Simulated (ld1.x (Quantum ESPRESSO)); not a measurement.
## Scattering properties, TM semilocal potential for Re (Z = 75)

ld1.x (Quantum ESPRESSO) 7.5 input, shortened:

```
&input
   title='Re', zed=75., rel=1, dft='PW91', iswitch=3,
   config='[Xe] 4f14 5d4 6s0 6p0'
 /
 &inputp
   pseudotype=1, tm=.true., lloc=0,
   nlcc=.true., rcore=1.15
 /
3
5P  2  1   6.00   0.00  1.25  1.25  0.0
5D  3  2   4.00   0.00  2.25  2.25  0.0
5S  1  0   2.00   0.00  1.45  1.45  0.0
 &test
   configts(1)='5s2 5p6 5d4 6s0 6p0'
 /
```

The phase is arctan(r·u′/u) with u = r·R(r), unwrapped; energies in Ry, scanned from -10 to 5 Ry. A pole is an energy at which the radial function vanishes at the test radius. The pseudo phase is shifted by a multiple of π to meet the all-electron one at the reference energy, and phase errors are pseudo minus all-electron; the curves can meet again beyond the range given. Levels narrower than the energy grid can be missing from the lists of poles.

| channel | radius (bohr) | reference energy (Ry) | poles, all-electron | poles, pseudo | unbroken range about the reference energy with phases within 0.05 rad | phase error 1 Ry above the reference energy (rad) |
| --- | --- | --- | --- | --- | --- | --- |
| s | 2.46 | -8.46 | -8.43, 0.67 | -8.43, -0.19 | below -3.4 | -0.000 |
| p | 2.46 | -5.63 | -5.52, 2.61 | -5.52, 2.46 | below -1.1 | -0.000 |
| d | 2.46 | -2.44 | -1.83 | -1.83 | the whole range | +0.000 |

Phases in the d channel:

```
E (Ry)  all-electron  pseudo
-10.00         1.426   1.426
 -9.76         1.424   1.424
 -9.52         1.421   1.421
 -9.28         1.419   1.419
 -9.04         1.416   1.416
 -8.80         1.413   1.413
 -8.56         1.410   1.410
 -8.32         1.407   1.407
 -8.08         1.403   1.403
 -7.84         1.400   1.400
 -7.60         1.396   1.396
 -7.36         1.392   1.392
 -7.12         1.387   1.387
 -6.88         1.382   1.382
 -6.64         1.377   1.377
 -6.40         1.371   1.371
 -6.16         1.364   1.364
 -5.92         1.357   1.357
 -5.68         1.349   1.349
 -5.44         1.340   1.340
 -5.20         1.329   1.329
 -4.96         1.317   1.317
 -4.72         1.302   1.302
 -4.48         1.284   1.284
 -4.24         1.261   1.261
 -4.00         1.232   1.232
 -3.76         1.190   1.190
 -3.52         1.128   1.129
 -3.28         1.023   1.023
 -3.04         0.803   0.803
 -2.80         0.207   0.208
 -2.56        -0.813  -0.813
 -2.32        -1.286  -1.286
 -2.08        -1.472  -1.471
 -1.84        -1.569  -1.569
 -1.60        -1.632  -1.632
 -1.36        -1.680  -1.679
 -1.12        -1.720  -1.719
 -0.88        -1.756  -1.756
 -0.64        -1.793  -1.793
 -0.40        -1.832  -1.832
 -0.16        -1.877  -1.877
  0.08        -1.930  -1.930
  0.32        -1.998  -1.998
  0.56        -2.090  -2.091
  0.80        -2.221  -2.225
  1.04        -2.423  -2.430
  1.28        -2.738  -2.754
  1.52        -3.180  -3.205
  1.76        -3.627  -3.653
  2.00        -3.951  -3.972
  2.24        -4.157  -4.173
  2.48        -4.290  -4.303
  2.72        -4.381  -4.392
  2.96        -4.447  -4.456
  3.20        -4.496  -4.504
  3.44        -4.535  -4.542
  3.68        -4.566  -4.573
  3.92        -4.592  -4.599
  4.16        -4.614  -4.621
  4.40        -4.633  -4.640
  4.64        -4.650  -4.657
  4.88        -4.665  -4.672
```
